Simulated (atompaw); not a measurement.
**Reading a pseudo-wave (Sb (Z = 51))**

Columns: radius, all-electron u(r) and pseudo u(r) of the 5s shell (level -20.64 eV) of antimony in the configuration [Kr] 4d10 5s2 5p2; PBE, scalar-relativistic, PAW (atompaw) scheme, atompaw 4.2.0.5.

| r (bohr) | all-electron | pseudo |
| --- | --- | --- |
| 0.088 | -0.1675 | 0.0750 |
| 0.177 | 0.1407 | 0.1501 |
| 0.265 | 0.2465 | 0.2229 |
| 0.354 | 0.0677 | 0.2943 |
| 0.442 | -0.1696 | 0.3621 |
| 0.531 | -0.3353 | 0.4272 |
| 0.619 | -0.3904 | 0.4877 |
| 0.708 | -0.3504 | 0.5443 |
| 0.796 | -0.2464 | 0.5955 |
| 0.885 | -0.1058 | 0.6421 |
| 0.973 | 0.0453 | 0.6829 |
| 1.062 | 0.1946 | 0.7187 |
| 1.150 | 0.3298 | 0.7485 |
| 1.238 | 0.4475 | 0.7729 |
| 1.327 | 0.5470 | 0.7922 |
| 1.415 | 0.6260 | 0.8060 |
| 1.504 | 0.6876 | 0.8149 |
| 1.592 | 0.7318 | 0.8189 |
| 1.681 | 0.7618 | 0.8183 |
| 1.769 | 0.7789 | 0.8136 |
| 1.858 | 0.7853 | 0.8048 |
| 1.946 | 0.7826 | 0.7924 |
| 2.035 | 0.7724 | 0.7765 |
| 2.123 | 0.7562 | 0.7575 |
| 2.212 | 0.7351 | 0.7352 |
| 2.300 | 0.7104 | 0.7104 |

Q: How many radial nodes do the two functions have?

A: The all-electron 5s function has n − l − 1 = 4 (the table is too coarse to show those close to the nucleus); the pseudo-wave has 0, since the states of the same l below it are removed with the core.

Q: Where does each function peak?

A: Outermost all-electron maximum near 1.86 bohr, pseudo maximum near 1.59 bohr (to the table’s step).

Q: Is the pseudo-wave norm-conserving?

A: No, it belongs to a PAW set: the norm inside the radius is not constrained, and the difference is carried by the augmentation charge.
